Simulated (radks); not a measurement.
Values are calculated unless marked as measured or tabulated.
Species: the arsenic ion As13+. Configuration: [Ar] 3d2.

Level of theory: scalar-relativistic Kohn-Sham, r2SCAN, spin-polarised, spherical densities, finite nucleus; open shells are filled with parallel spins first; meta-GGA in the generalised Kohn-Sham scheme; Fermi nuclear charge, rms radius 4.0968 fm (a radial shooting solver on a logarithmic mesh with Libxc functionals).

Energy parts (eV):
| part | energy |
|---|---|
| total | -59434.488 |
| kinetic | 60640.767 |
| electron-nucleus | -135026.599 |
| Hartree | 16878.791 |
| exchange-correlation | -1927.447 |

Orbitals (lengths in bohr, moments of r in powers of bohr; <r^-3> diverges for s and p1/2; r(max) is where P^2 peaks):
| orbital | occ. | eigenvalue (eV) | <r^2> | r(max) | <r^-3> | <r^4> |
|---|---|---|---|---|---|---|
| 1s up | 1 | -12158.07 | 0.002790 | 0.02974 | - | 0.00002007 |
| 1s down | 1 | -12158.07 | 0.002790 | 0.02974 | - | 0.00002007 |
| 2s up | 1 | -1911.489 | 0.04803 | 0.1698 | - | 0.003979 |
| 2s down | 1 | -1907.322 | 0.04787 | 0.1697 | - | 0.003952 |
| 2p up | 3 | -1725.380 | 0.03816 | 0.1364 | 1110 | 0.002907 |
| 2p down | 3 | -1722.275 | 0.03800 | 0.1362 | 1113 | 0.002882 |
| 3s up | 1 | -550.0926 | 0.3367 | 0.4962 | - | 0.1701 |
| 3s down | 1 | -544.3090 | 0.3394 | 0.4973 | - | 0.1730 |
| 3p up | 3 | -489.9994 | 0.3390 | 0.4878 | 201.9 | 0.1794 |
| 3p down | 3 | -484.0209 | 0.3422 | 0.4893 | 198.6 | 0.1830 |
| 3d up | 2 | -396.8008 | 0.3052 | 0.4172 | 27.05 | 0.1642 |
| 3d down | 0 | -389.8336 | 0.3094 | 0.4196 | 26.79 | 0.1691 |

The highest occupied level is 3d up at -396.80 eV. The electron density at the nucleus is 3.606e+04 e/bohr^3 (large components only). For comparison, the ionisation energy in NIST's Atomic Spectra Database is 418 eV (theoretical). In exact Kohn-Sham theory the highest level is minus the ionisation energy, but local and semilocal functionals leave it too shallow, through self-interaction and a potential that decays too fast; potentials with the right tail come closer. The density falls to 0.001 e/bohr^3 at r = 1.51 bohr. The spin density at the nucleus is -0.903 e/bohr^3 (1s 0.003, 2s -5.668, 3s 4.762).
